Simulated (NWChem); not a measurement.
System: C$_{3}$H$_{5}$BO$_{2}$; SMILES O1CC=CB1O

```xyz
11

O      0.1305    -2.1432     0.0000
B      0.0949    -0.7816     0.0000
C      1.2809     0.2252     0.0000
C      0.7003     1.4371     0.0000
C     -0.8027     1.3222     0.0000
O     -1.0969    -0.0760     0.0000
H     -0.7655    -2.5134     0.0000
H      2.3540     0.0653     0.0000
H      1.1895     2.4093     0.0000
H     -1.2589     1.7867     0.8855
H     -1.2589     1.7867    -0.8855
```
Atoms are numbered in this order, from 1.

Results from NWChem. Pople sets run with spherical d functions. STO-3G and 3-21G are far too small for this property and stand as cheap habits. Geometry: optimised at B3LYP/6-31G* (spherical d). B3LYP is NWChem's, with the RPA form of VWN correlation. GIAO values for the isolated, static molecule; σ is the absolute isotropic shielding, δ = σ(reference) − σ with the isolated reference molecule computed at the same levels (11B: boron trifluoride, 13C: tetramethylsilane, 1H: tetramethylsilane, 17O: water).

| level | δ O1 (ppm) | δ B2 (ppm) | δ C3 (ppm) | δ C5 (ppm) | δ O6 (ppm) | δ H8 (ppm) | δ H9 (ppm) | relative time |
|---|---|---|---|---|---|---|---|---|
| B3LYP/6-31G* | 75.9 | 19.8 | 120.2 | 71.0 | 121.0 | 5.97 | 7.09 | 10 |
| Hartree-Fock/STO-3G | 24.8 | 24.0 | 125.2 | 62.4 | 43.6 | 6.62 | 6.90 | 1 |
| LDA (Slater exchange, VWN5)/pcSseg-1 | 118.1 | 20.9 | 138.6 | 84.5 | 177.2 | 6.41 | 7.53 | 10 |

Relative times are rough (shared machine, one core).
